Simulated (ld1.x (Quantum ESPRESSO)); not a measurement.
**Ranking TM potentials for Lu**

All share these settings but for the change named:

```
Element                 : lutetium
Generator               : ld1.x (Quantum ESPRESSO) 7.5
Type                    : norm-conserving Troullier–Martins (Kleinman–Bylander form)
Functional              : LDA (PZ)
Relativity              : scalar-relativistic
Frozen core             : [Kr] 4d10 4f14
Valence charge          : 11
Reference configuration : 5s2 5p6 5d1 6s2 6p0
Partial waves           : 5s (bound): rc 1.20 bohr; 5p (bound): rc 1.95 bohr; 5d (bound): rc 2.95 bohr
Local potential         : all-electron potential smoothed inside 1.20 bohr (lloc = -2)
Core correction         : none
```

Occupied shells without a wave of their own: 6s. They enter only through the test configuration that unscreens the potential.

Test errors are all-electron minus pseudo excitation energies from the reference, over 5s2 5p6 5d1 6s1 6p0; 5s2 5p6 5d1 6s0 6p0; 5s2 5p6 5d0 6s0 6p0; 5s2 5p6 5d1 6s1.5 6p0; 5s2 5p6 5d1 6s0 6p2; 5s2 5p6 5d0 6s2 6p0; 5s2 5p5 5d1 6s2 6p0. None of these files shows a bound ghost.

The base gives 469.6 meV.

Of 9 variants that were run, those that failed, showed a ghost or another fault, or gave nearly equal values are left out.

A variant can come out equal or close to the base, since the largest error may sit in a test that the change hardly touches while other tests move.

(1) Rank these variants by their largest absolute test error, smallest first.
A. wave 5p (bound): rc 1.95 bohr becomes 5p (bound): rc 3.00 bohr
B. wave 5s (bound): rc 1.20 bohr becomes 5s (bound): rc 1.44 bohr
C. local potential the s channel

## Answers

(1) C (275.3 meV), A (473.2 meV), B (978.6 meV).
